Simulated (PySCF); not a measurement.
CH7FO2Si2.

```xyz
13

O      1.6181     1.2772     1.0886
Si     0.6483     0.4838    -0.0153
O      1.2591    -1.0480    -0.2027
F      0.7497     1.3239    -1.4235
C     -1.1449     0.3128     0.4432
Si    -1.8920    -1.3972     0.0820
H      1.6195     2.2476     1.0237
H      2.2266    -1.1132    -0.2791
H     -1.2607     0.5199     1.5281
H     -1.7302     1.0824    -0.1025
H     -1.2758    -2.4424     0.9656
H     -3.3740    -1.3599     0.3545
H     -1.6896    -1.7710    -1.3592
```
Charge 0, spin multiplicity 1.

Geometry: PBE-D3(BJ)/def2-SVP. This is a generated structure with no PubChem entry under its InChIKey; it may be hypothetical. One conformer was computed; it need not be the lowest.

Method: PBE/pcSseg-1 (PySCF). Non-relativistic, no solvent.

Computed absolute GIAO shielding of each atom: isotropic value and principal components (ppm):
```csv
atom,σ(iso),σ11,σ22,σ33,span
O1,258.0,224.2,247.6,302.3,78.0
Si2,363.1,331.8,361.0,396.6,64.8
O3,261.6,228.7,250.0,306.1,77.4
F4,280.5,228.3,246.0,367.1,138.8
C5,188.6,178.0,187.2,200.7,22.7
Si6,405.0,379.0,388.8,447.1,68.0
H7,29.2,22.1,24.0,41.5,19.4
H8,28.9,21.5,23.3,42.1,20.6
H9,30.9,25.9,29.1,37.8,11.8
H10,31.0,26.1,29.0,37.9,11.8
H11,26.9,23.5,25.7,31.6,8.1
H12,27.0,23.4,24.9,32.6,9.2
H13,26.9,23.5,25.7,31.5,8.0
```
